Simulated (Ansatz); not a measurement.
Input file for Ansatz (a quantum-chemistry and plane-wave program): R-CCSD(T)/def2-SVP on H3Sb (SMILES [SbH3]). Elements past Kr take the def2 small-core potentials; no spin–orbit coupling. The run froze 9 orbitals, filled d shells among them.

Ansatz 0.2 input:
```yaml
crystal:
  periodic: [false, false, false]
  atoms:
    - {symbol: Sb, position_ang: [0.00019487, 0.00025751, 0.05111323]}
    - {symbol: H, position_ang: [-0.57445555, 1.29941484, -0.91492427]}
    - {symbol: H, position_ang: [-0.84727495, -1.15105082, -0.90153853]}
    - {symbol: H, position_ang: [1.41131630, -0.16212600, -0.91513168]}
basis:
  gaussian:
    orbitals: def2-SVP
magnetization: {spin_polarized: false}
correlation: {method: ccsd_t, electrons: outside_noble_gas}
accuracy: high
phonons: {}
scf: {lower_state_search: off}
```

Output:

```
WARN ansatz: RAYON_NUM_THREADS=2 ignored (pool sized by the plan → 2); use --threads N
Functional definition: HF
these checks for a lower state are left out or cut short: starts, cluster_reference, orbital_swaps, neighbouring_geometries, increment
integrals: 0.02 GiB planned
1012 factors; integrals over basis functions are off by at most 1.1e-9 eV
mean field: 0.09 GiB planned
mean field evaluation 1: about -6556.7343 eV, gradient 7.5e0 eV
mean field evaluation 2: about -6556.7383 eV, gradient 7.5e0 eV
mean field evaluation 4: about -6557.0988 eV, gradient 4.1e-1 eV
mean field evaluation 8: about -6557.0996 eV, gradient 9.5e-7 eV
mean field -6557.09962875 eV, -240.9689667948 hartree, gradient 1.7e-8 eV, S^2 0.000000; 0 other end points of the search recorded, 0 dependent functions left out
9 core orbitals not correlated
reference -6557.09962875 eV, -240.9689667948 hartree; 4, 4 occupied and 28, 28 virtual orbitals, 1012 factors
densities: 0.11 GiB planned
second order -2.97426775 eV of doubles, -0.00000000 eV of singles
coupled cluster: 0.09 GiB planned
cycle   1  -3.50973105 eV  change   -5.4e-1 eV  update   6.0e-2
cycle   2  -3.72601472 eV  change   -2.2e-1 eV  update   2.3e-2
cycle   3  -3.73474240 eV  change   -8.7e-3 eV  update   6.0e-3
cycle   4  -3.73450197 eV  change    2.4e-4 eV  update   1.9e-3
cycle   5  -3.73425981 eV  change    2.4e-4 eV  update   5.6e-4
cycle   6  -3.73418026 eV  change    8.0e-5 eV  update   1.4e-4
cycle   7  -3.73422753 eV  change   -4.7e-5 eV  update   3.2e-5
cycle   8  -3.73422046 eV  change    7.1e-6 eV  update   6.6e-6
cycle   9  -3.73421822 eV  change    2.2e-6 eV  update   1.6e-6
cycle  10  -3.73421914 eV  change   -9.3e-7 eV  update   3.6e-7
cycle  11  -3.73421919 eV  change   -4.7e-8 eV  update   1.1e-7
cycle  12  -3.73421920 eV  change   -3.7e-9 eV  update   3.8e-8
cycle  13  -3.73421914 eV  change    5.1e-8 eV  update   2.1e-8
cycle  14  -3.73421919 eV  change   -4.0e-8 eV  update   6.3e-8
cycle  15  -3.73421919 eV  change   -1.5e-9 eV  update   2.0e-8
cycle  16  -3.73421918 eV  change    2.1e-9 eV  update   5.1e-9
cycle  17  -3.73421918 eV  change  -3.4e-10 eV  update   1.7e-9
cycle  18  -3.73421919 eV  change   -1.2e-9 eV  update  5.1e-10
cycle  19  -3.73421919 eV  change  -6.1e-11 eV  update  1.3e-10
perturbative correction -0.07972666 eV, -0.0029299005 hartree
the calculation of the forces begins
mean field evaluation 16: about -6557.0996 eV, gradient 1.7e-8 eV
these checks for a lower state are left out or cut short: starts, cluster_reference, orbital_swaps, neighbouring_geometries, increment
integrals: 0.02 GiB planned
1012 factors; integrals over basis functions are off by at most 1.1e-9 eV
mean field: 0.09 GiB planned
mean field -6557.09958088 eV, -240.9689650356 hartree, gradient 2.4e-8 eV, S^2 0.000000; 0 other end points of the search recorded, 0 dependent functions left out
9 core orbitals not correlated
reference -6557.09958088 eV, -240.9689650356 hartree; 4, 4 occupied and 28, 28 virtual orbitals, 1012 factors
densities: 0.11 GiB planned
second order -2.97426654 eV of doubles, -0.00000000 eV of singles
coupled cluster: 0.09 GiB planned
cycle   1  -3.50972967 eV  change   -5.4e-1 eV  update   6.0e-2
cycle   2  -3.72601350 eV  change   -2.2e-1 eV  update   2.3e-2
cycle   3  -3.73474120 eV  change   -8.7e-3 eV  update   6.0e-3
cycle   4  -3.73450050 eV  change    2.4e-4 eV  update   1.9e-3
cycle   5  -3.73425861 eV  change    2.4e-4 eV  update   5.6e-4
cycle   6  -3.73417873 eV  change    8.0e-5 eV  update   1.4e-4
cycle   7  -3.73422599 eV  change   -4.7e-5 eV  update   3.2e-5
cycle   8  -3.73421874 eV  change    7.3e-6 eV  update   6.5e-6
cycle   9  -3.73421667 eV  change    2.1e-6 eV  update   1.6e-6
cycle  10  -3.73421754 eV  change   -8.7e-7 eV  update   3.6e-7
cycle  11  -3.73421756 eV  change   -1.9e-8 eV  update   1.0e-7
cycle  12  -3.73421756 eV  change   8.4e-11 eV  update   3.5e-8
cycle  13  -3.73421755 eV  change    6.7e-9 eV  update   1.7e-8
cycle  14  -3.73421765 eV  change   -1.0e-7 eV  update   8.6e-8
cycle  15  -3.73421770 eV  change   -4.4e-8 eV  update   2.8e-8
cycle  16  -3.73421771 eV  change   -6.8e-9 eV  update   6.9e-9
cycle  17  -3.73421770 eV  change    1.5e-9 eV  update   2.1e-9
cycle  18  -3.73421770 eV  change   7.0e-10 eV  update  5.8e-10
perturbative correction -0.07972653 eV, -0.0029298959 hartree
the calculation of the forces begins
these checks for a lower state are left out or cut short: starts, cluster_reference, orbital_swaps, neighbouring_geometries, increment
integrals: 0.02 GiB planned
1012 factors; 
[...]
715 eV  change    7.2e-6 eV  update   6.5e-6
cycle   9  -3.73395505 eV  change    2.1e-6 eV  update   1.6e-6
cycle  10  -3.73395602 eV  change   -9.7e-7 eV  update   3.7e-7
cycle  11  -3.73395603 eV  change   -1.0e-8 eV  update   1.0e-7
cycle  12  -3.73395602 eV  change    9.4e-9 eV  update   3.1e-8
cycle  13  -3.73395601 eV  change    1.4e-8 eV  update   1.7e-8
cycle  14  -3.73395603 eV  change   -2.3e-8 eV  update   7.5e-8
cycle  15  -3.73395603 eV  change  -4.9e-10 eV  update   2.2e-8
cycle  16  -3.73395603 eV  change   4.3e-10 eV  update   4.6e-9
cycle  17  -3.73395603 eV  change  -6.1e-10 eV  update   1.4e-9
cycle  18  -3.73395603 eV  change  -6.3e-10 eV  update  3.8e-10
perturbative correction -0.07969040 eV, -0.0029285683 hartree
the calculation of the forces begins
these checks for a lower state are left out or cut short: starts, cluster_reference, orbital_swaps, neighbouring_geometries, increment
integrals: 0.02 GiB planned
1012 factors; integrals over basis functions are off by at most 1.1e-9 eV
mean field: 0.09 GiB planned
mean field -6557.09930361 eV, -240.9689548462 hartree, gradient 2.4e-8 eV, S^2 0.000000; 0 other end points of the search recorded, 0 dependent functions left out
9 core orbitals not correlated
reference -6557.09930361 eV, -240.9689548462 hartree; 4, 4 occupied and 28, 28 virtual orbitals, 1012 factors
densities: 0.11 GiB planned
second order -2.97430879 eV of doubles, -0.00000000 eV of singles
coupled cluster: 0.09 GiB planned
cycle   1  -3.50984186 eV  change   -5.4e-1 eV  update   6.0e-2
cycle   2  -3.72626155 eV  change   -2.2e-1 eV  update   2.3e-2
cycle   3  -3.73500555 eV  change   -8.7e-3 eV  update   6.0e-3
cycle   4  -3.73476806 eV  change    2.4e-4 eV  update   1.9e-3
cycle   5  -3.73452627 eV  change    2.4e-4 eV  update   5.6e-4
cycle   6  -3.73444594 eV  change    8.0e-5 eV  update   1.4e-4
cycle   7  -3.73449317 eV  change   -4.7e-5 eV  update   3.2e-5
cycle   8  -3.73448635 eV  change    6.8e-6 eV  update   6.6e-6
cycle   9  -3.73448417 eV  change    2.2e-6 eV  update   1.6e-6
cycle  10  -3.73448498 eV  change   -8.0e-7 eV  update   3.6e-7
cycle  11  -3.73448504 eV  change   -6.8e-8 eV  update   1.1e-7
cycle  12  -3.73448499 eV  change    5.5e-8 eV  update   3.5e-8
cycle  13  -3.73448497 eV  change    2.2e-8 eV  update   2.0e-8
cycle  14  -3.73448515 eV  change   -1.9e-7 eV  update   1.0e-7
cycle  15  -3.73448522 eV  change   -6.2e-8 eV  update   3.7e-8
cycle  16  -3.73448522 eV  change   -5.7e-9 eV  update   7.3e-9
cycle  17  -3.73448522 eV  change    1.2e-9 eV  update   1.7e-9
cycle  18  -3.73448522 eV  change  -3.0e-10 eV  update  5.7e-10
perturbative correction -0.07976319 eV, -0.0029312430 hartree
the calculation of the forces begins
these checks for a lower state are left out or cut short: starts, cluster_reference, orbital_swaps, neighbouring_geometries, increment
integrals: 0.02 GiB planned
1012 factors; integrals over basis functions are off by at most 1.1e-9 eV
mean field: 0.09 GiB planned
mean field -6557.10015928 eV, -240.9689862914 hartree, gradient 2.9e-8 eV, S^2 0.000000; 0 other end points of the search recorded, 0 dependent functions left out
9 core orbitals not correlated
reference -6557.10015928 eV, -240.9689862914 hartree; 4, 4 occupied and 28, 28 virtual orbitals, 1012 factors
densities: 0.11 GiB planned
second order -2.97398432 eV of doubles, -0.00000000 eV of singles
coupled cluster: 0.09 GiB planned
cycle   1  -3.50938179 eV  change   -5.4e-1 eV  update   6.0e-2
cycle   2  -3.72553718 eV  change   -2.2e-1 eV  update   2.3e-2
cycle   3  -3.73424478 eV  change   -8.7e-3 eV  update   5.9e-3
cycle   4  -3.73400382 eV  change    2.4e-4 eV  update   1.9e-3
cycle   5  -3.73376247 eV  change    2.4e-4 eV  update   5.6e-4
cycle   6  -3.73368280 eV  change    8.0e-5 eV  update   1.4e-4
cycle   7  -3.73373019 eV  change   -4.7e-5 eV  update   3.2e-5
cycle   8  -3.73372315 eV  change    7.0e-6 eV  update   6.5e-6
cycle   9  -3.73372093 eV  change    2.2e-6 eV  update   1.6e-6
cycle  10  -3.73372193 eV  change   -1.0e-6 eV  update   3.6e-7
cycle  11  -3.73372201 eV  change   -7.6e-8 eV  update   1.1e-7
cycle  12  -3.73372198 eV  change    3.1e-8 eV  update   3.2e-8
cycle  13  -3.73372194 eV  change    3.6e-8 eV  update   1.9e-8
cycle  14  -3.73372184 eV  change    9.9e-8 eV  update   8.5e-8
cycle  15  -3.73372181 eV  change    3.5e-8 eV  update   2.9e-8
cycle  16  -3.73372180 eV  change    9.1e-9 eV  update   7.2e-9
cycle  17  -3.73372180 eV  change   -1.7e-9 eV  update   1.9e-9
cycle  18  -3.73372180 eV  change   -1.8e-9 eV  update  5.5e-10
cycle  19  -3.73372180 eV  change  -2.1e-10 eV  update  1.2e-10
perturbative correction -0.07967777 eV, -0.0029281040 hartree
the calculation of the forces begins
these checks for a lower state are left out or cut short: starts, cluster_reference, orbital_swaps, neighbouring_geometries, increment
integrals: 0.02 GiB planned
1012 factors; integrals over basis functions are off by at most 1.1e-9 eV
mean field: 0.09 GiB planned
mean field evaluation 160: about -6557.0991 eV, gradient 9.3e-2 eV
mean field -6557.09906473 eV, -240.9689460676 hartree, gradient 2.9e-8 eV, S^2 0.000000; 0 other end points of the search recorded, 0 dependent functions left out
9 core orbitals not correlated
reference -6557.09906473 eV, -240.9689460676 hartree; 4, 4 occupied and 28, 28 virtual orbitals, 1012 factors
densities: 0.11 GiB planned
second order -2.97455191 eV of doubles, -0.00000000 eV of singles
coupled cluster: 0.09 GiB planned
cycle   1  -3.51008141 eV  change   -5.4e-1 eV  update   6.0e-2
cycle   2  -3.72649406 eV  change   -2.2e-1 eV  update   2.3e-2
cycle   3  -3.73524183 eV  change   -8.7e-3 eV  update   6.0e-3
cycle   4  -3.73500167 eV  change    2.4e-4 eV  update   1.9e-3
cycle   5  -3.73475919 eV  change    2.4e-4 eV  update   5.6e-4
cycle   6  -3.73467920 eV  change    8.0e-5 eV  update   1.4e-4
cycle   7  -3.73472656 eV  change   -4.7e-5 eV  update   3.2e-5
cycle   8  -3.73471955 eV  change    7.0e-6 eV  update   6.6e-6
cycle   9  -3.73471735 eV  change    2.2e-6 eV  update   1.6e-6
cycle  10  -3.73471823 eV  change   -8.8e-7 eV  update   3.6e-7
cycle  11  -3.73471830 eV  change   -6.7e-8 eV  update   1.1e-7
cycle  12  -3.73471829 eV  change    1.6e-8 eV  update   3.5e-8
cycle  13  -3.73471826 eV  change    2.4e-8 eV  update   1.8e-8
cycle  14  -3.73471833 eV  change   -7.0e-8 eV  update   6.5e-8
cycle  15  -3.73471834 eV  change   -1.0e-8 eV  update   1.8e-8
cycle  16  -3.73471834 eV  change  -3.4e-10 eV  update   4.9e-9
cycle  17  -3.73471834 eV  change  -3.4e-10 eV  update   1.5e-9
cycle  18  -3.73471834 eV  change   -1.0e-9 eV  update  4.2e-10
cycle  19  -3.73471834 eV  change  -9.3e-11 eV  update  1.2e-10
perturbative correction -0.07977576 eV, -0.0029317050 hartree
the calculation of the forces begins
Total energy: -6560.91357459 eV, -241.1091267193 hartree
Atom 0 at     0.000195     0.000258     0.051113 Å, force    -0.000000    -0.000000    -0.000018 eV/Å
Atom 1 at    -0.574456     1.299415    -0.914924 Å, force     0.000002    -0.000005     0.000006 eV/Å
Atom 2 at    -0.847275    -1.151051    -0.901539 Å, force     0.000003     0.000004     0.000006 eV/Å
Atom 3 at     1.411316    -0.162126    -0.915132 Å, force    -0.000005     0.000001     0.000006 eV/Å
Dipole moment:     0.000177     0.000234     0.046381 e Å
Vibrations: 832.02 864.26 864.26 1959.39 1962.63 1962.64 cm⁻¹, zero-point energy 0.523536 eV
Checks for a lower state left out: starts, cluster_reference, orbital_swaps, neighbouring_geometries, increment
```

The calculation finished and met its thresholds.

Cost: very roughly 60 core-seconds.
